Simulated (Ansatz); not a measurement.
**Question.** Name a neutral molecule of Cl, F, N, Nb and H with size of the dipole moment (PBE/def2-TZVPP) between 1.15 and 1.45 D and LUMO energy (B3LYP/def2-TZVPP) between -2.55 and -2.25 eV (Ansatz, PBE0-D4/def2-TZVP geometry).

**Answer.** `[NH]=[Nb]([F])([F])[Cl]` (1.22 D, -2.39 eV). Other molecules can fit too; these were computed, each in one conformer that needn't be the lowest.

B3LYP here is the variant with VWN-RPA as its local correlation; programs differ in this.
